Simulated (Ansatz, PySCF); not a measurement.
B₃H₅N₃, SMILES B1[N]BNBN1, multiplicity 2. Atoms are numbered in the order given.

```xyz
11

B      0.0000    -1.2833    -0.8062
N      0.0000     0.0000    -1.3653
B      0.0000     1.2833    -0.8062
N      0.0000     1.2294     0.6324
B      0.0000     0.0000     1.3627
N      0.0000    -1.2294     0.6324
H      0.0000    -2.3148    -1.4320
H      0.0000     2.3148    -1.4320
H      0.0000     2.1020     1.1462
H      0.0000     0.0000     2.5718
H      0.0000    -2.1020     1.1462
```
Charge 0, spin multiplicity 2.

Geometry: PBE0-D3(BJ)/def2-SVP. The isomer is the one that the SMILES or the coordinates give; other isomers of the formula were not compared.

Two levels are set side by side: PBE-D3(BJ)/def2-SVP (Ansatz, an electronic-structure program) and PBE0-D3(BJ)/def2-SVP (Ansatz). Each level has its own optimised geometry; the coordinates shown are those of the second. Frequencies come from the Hessian of PySCF at each geometry. Differences are taken from unrounded values.

```json
[
 {"quantity": "mean bond length (Å)", "PBE0-D3(BJ)": "1.290", "PBE-D3(BJ)": "1.298", "PBE-D3(BJ) minus PBE0-D3(BJ)": "0.008"},
 {"quantity": "bond B1–N2 (Å)", "PBE0-D3(BJ)": "1.400", "PBE-D3(BJ)": "1.400", "PBE-D3(BJ) minus PBE0-D3(BJ)": "0.000"},
 {"quantity": "bond B1–N6 (Å)", "PBE0-D3(BJ)": "1.440", "PBE-D3(BJ)": "1.454", "PBE-D3(BJ) minus PBE0-D3(BJ)": "0.014"},
 {"quantity": "bond N2–B3 (Å)", "PBE0-D3(BJ)": "1.400", "PBE-D3(BJ)": "1.400", "PBE-D3(BJ) minus PBE0-D3(BJ)": "0.000"},
 {"quantity": "bond B3–N4 (Å)", "PBE0-D3(BJ)": "1.440", "PBE-D3(BJ)": "1.454", "PBE-D3(BJ) minus PBE0-D3(BJ)": "0.014"},
 {"quantity": "bond N4–B5 (Å)", "PBE0-D3(BJ)": "1.430", "PBE-D3(BJ)": "1.437", "PBE-D3(BJ) minus PBE0-D3(BJ)": "0.007"},
 {"quantity": "bond B5–N6 (Å)", "PBE0-D3(BJ)": "1.430", "PBE-D3(BJ)": "1.437", "PBE-D3(BJ) minus PBE0-D3(BJ)": "0.007"},
 {"quantity": "bond B1–H7 (Å)", "PBE0-D3(BJ)": "1.207", "PBE-D3(BJ)": "1.216", "PBE-D3(BJ) minus PBE0-D3(BJ)": "0.010"},
 {"quantity": "bond B3–H8 (Å)", "PBE0-D3(BJ)": "1.207", "PBE-D3(BJ)": "1.216", "PBE-D3(BJ) minus PBE0-D3(BJ)": "0.010"},
 {"quantity": "bond N4–H9 (Å)", "PBE0-D3(BJ)": "1.013", "PBE-D3(BJ)": "1.022", "PBE-D3(BJ) minus PBE0-D3(BJ)": "0.009"},
 {"quantity": "bond B5–H10 (Å)", "PBE0-D3(BJ)": "1.209", "PBE-D3(BJ)": "1.217", "PBE-D3(BJ) minus PBE0-D3(BJ)": "0.008"},
 {"quantity": "bond N6–H11 (Å)", "PBE0-D3(BJ)": "1.013", "PBE-D3(BJ)": "1.022", "PBE-D3(BJ) minus PBE0-D3(BJ)": "0.009"},
 {"quantity": "highest harmonic wavenumber (cm⁻¹)", "PBE0-D3(BJ)": "3668", "PBE-D3(BJ)": "3542", "PBE-D3(BJ) minus PBE0-D3(BJ)": "-126"},
 {"quantity": "mean harmonic wavenumber (cm⁻¹)", "PBE0-D3(BJ)": "1291", "PBE-D3(BJ)": "1244", "PBE-D3(BJ) minus PBE0-D3(BJ)": "-47"},
 {"quantity": "zero-point energy (kcal/mol)", "PBE0-D3(BJ)": "49.84", "PBE-D3(BJ)": "48.03", "PBE-D3(BJ) minus PBE0-D3(BJ)": "-1.82"}
]
```

GGA bonds tend to be longer and softer than those of functionals with exact exchange. Differences between two approximate levels are no errors against the true value.
